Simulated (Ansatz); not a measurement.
Reaction (redistribution): `O=C=N[SiH](F)Cl` + `O[SiH2][SiH](O)Cl` → `O[Si@H](Cl)[Si@H](F)Cl` + `O=C=N[SiH2]O`

Computed with Ansatz on PBE0-D4/def2-TZVP structures; ΔE is electronic, products minus reactants. CCSD(T)/CBS adds triple-zeta CCSD(T) − MP2 to the extrapolated MP2 energy (def2 sets, frozen cores). Functionals use def2-TZVPP. B3LYP here is the variant with VWN-RPA as its local correlation; programs differ in this. Each species was taken in one conformer, which may not be the lowest.

```
          level  ΔE (kJ/mol)  difference from CCSD(T)/CBS
         PBE-D4         -0.9                         -1.2
      r2SCAN-D4          1.0                          0.7
        PBE0-D4          0.4                          0.1
       B3LYP-D4         -1.2                         -1.5
        ωB97M-V          1.1                          0.8
           PBE0          0.0                         -0.3
          B3LYP         -2.1                         -2.4
CCSD/def2-TZVPP          1.5                          1.2
  HF/def2-QZVPP         -1.1                         -1.4
   HF/CBS(def2)         -1.2                         -1.5
    CCSD(T)/CBS          0.3                            0
```

Largest T1 diagnostic among the species: 0.015.
